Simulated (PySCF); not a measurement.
Species: C7H13 (charge +1).
Atom-mapped SMILES: `[CH3:1][C+:2]1[CH2:3][CH2:4][CH2:5][CH2:6][CH2:7]1` (hydrogens: H8, H9, H10 on C1; H11, H12 on C3; H13, H14 on C4; H15, H16 on C5; H17, H18 on C6; H19, H20 on C7)

Geometry (GFN2-xTB, Å), atoms numbered from 1 in this order:
```
atom  x, y, z in Å
C1     1.9944   -0.3601   -0.8797
C2     1.0142    0.0297    0.1132
C3     0.4399    1.3605    0.1210
C4    -0.9729    1.1478   -0.5385
C5    -1.7635    0.1318    0.2622
C6    -1.0182   -1.1859    0.3451
C7     0.3999   -0.9549    0.9838
H8     2.0319    0.3107   -1.7369
H9     2.9760   -0.2901   -0.3905
H10    1.9000   -1.4026   -1.1851
H11    1.0034    2.0816   -0.4690
H12    0.2646    1.7425    1.1264
H13   -1.4672    2.1184   -0.5545
H14   -0.8425    0.8120   -1.5678
H15   -1.9694    0.5148    1.2628
H16   -2.7236   -0.0362   -0.2312
H17   -0.8975   -1.6239   -0.6462
H18   -1.5425   -1.9035    0.9747
H19    0.2330   -0.5789    1.9931
H20    0.9350   -1.9029    1.0139
```

Method used: TDDFT CAM-B3LYP/def2-SVPD, vertical, gas phase, core orbitals frozen in the response (PySCF).

Ground-to-excited transition dipoles (e·a0, same axes as the geometry; the sign carries no meaning), for the states with f of 0.002 or more among the lowest 7:

```tsv
state	E (eV)	μx	μy	μz
S1	4.852	-0.001	-0.178	0.063
S2	5.208	-0.533	-0.008	-0.065
S3	5.642	0.552	-0.054	-0.113
S4	5.949	-0.002	-0.108	0.049
S5	6.269	-0.028	-0.564	0.207
S6	6.597	0.665	-0.100	-0.223
S7	7.044	-0.017	0.456	-0.172
```

What oscillator strength does each state have?

f = (2/3) ΔE |μ|² with ΔE in hartree (27.2114 eV).

```json
{"state": "S1", "|μ|² (au)": "0.036", "|μ| (D)": "0.48", "f": "0.004"}
{"state": "S2", "|μ|² (au)": "0.289", "|μ| (D)": "1.37", "f": "0.037"}
{"state": "S3", "|μ|² (au)": "0.320", "|μ| (D)": "1.44", "f": "0.044"}
{"state": "S4", "|μ|² (au)": "0.014", "|μ| (D)": "0.30", "f": "0.002"}
{"state": "S5", "|μ|² (au)": "0.361", "|μ| (D)": "1.53", "f": "0.056"}
{"state": "S6", "|μ|² (au)": "0.502", "|μ| (D)": "1.80", "f": "0.081"}
{"state": "S7", "|μ|² (au)": "0.238", "|μ| (D)": "1.24", "f": "0.041"}
```

Which bond between heavy atoms lies closest to the direction of the S6 transition dipole?

C1–C2, at 27° from it; next C6–C7 and C3–C4 at 46°.

What angle do the transition dipoles of S2 and S7 make?

|cos θ| = |μa·μb| / (|μa| |μb|) = 0.06, so θ ≈ 86° (taken between 0 and 90°, since the signs are arbitrary).

What peak molar absorption coefficient would the strongest computed level give as a lone Gaussian band 0.5 eV wide at half height?

ε(max) = 2.175×10⁸ f / FWHM, with the width in cm⁻¹. S6: 2.175×10⁸ × 0.0812 / 4033 ≈ 4400 L mol⁻¹ cm⁻¹.

One conformer stands for the species.
